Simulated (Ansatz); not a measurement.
**One reagent, a row of partners**

Four-centre ligand exchange: PH₃ meets different compounds of Si. Each row is one chosen step, not always the lowest open to these reactants.

Gas-phase electronic energies, without zero-point energy, by CCSD(T) at an estimated basis limit (MP2 extrapolated from triple and quadruple zeta, plus CCSD(T) − MP2 in triple zeta); Ansatz 0.2.0, def2-TZVPP and QZVPP, frozen cores, on PBE0-D4/def2-TZVP structures. Extrapolation: Hartree–Fock as exp(−7.88 √X), correlation as X^−2.97. All energies, in eV, count from the separated reactants, without counterpoise correction; the start and end structures are the complexes reached by relaxing down from the saddle, and deeper ones may exist. Brackets give SMILES, or, where every atom is bracketed, only which atoms are joined. Steps whose reference was doubtful or whose search ended elsewhere are left out.

| reactants | products | broken | formed | start structure | saddle | end structure |
| --- | --- | --- | --- | --- | --- | --- |
| SiH₄S ([SiH3][SH]) + PH₃ | SiPH₅ ([SiH3][PH2]) + H₂S | H–P, S–Si | H–S, P–Si | -0.089 | 2.616 | 0.282 |
| SiN₂H₆ ([NH2][SiH2][NH2]) + PH₃ | SiPNH₆ ([NH2][SiH2][PH2]) + NH₃ | H–P, N–Si | H–N, P–Si | -0.056 | ? | 0.283 |
| SiH₄SO ([OH][SiH2][SH]) + PH₃ | SiPH₅O ([OH][SiH2][PH2]) + H₂S | H–P, S–Si | H–S, P–Si | -0.125 | 1.914 | 0.407 |

**Question.** What is the height of the saddle for SiN₂H₆ ([NH2][SiH2][NH2]) + PH₃? (To be estimated.)

**Answer.** The calculation gives: 1.763 eV relative to the separated reactants, the lowest of the series; above its start structure the barrier is 1.763 − (-0.056) ≈ 1.819 eV.

No T1 diagnostic of these runs exceeds 0.016.

For scale, one of the runs: CCSD(T)/def2-TZVPP, 272 basis functions, launched by `ansatz run in.yaml --threads 8 --pin off --events-out ev --progress --plain --max-ram 19148MiB`. Time: 89 s of wall clock on 8 CPU threads of an Arm Neoverse V2; the host was shared. Peak host memory: 6.9 GiB.
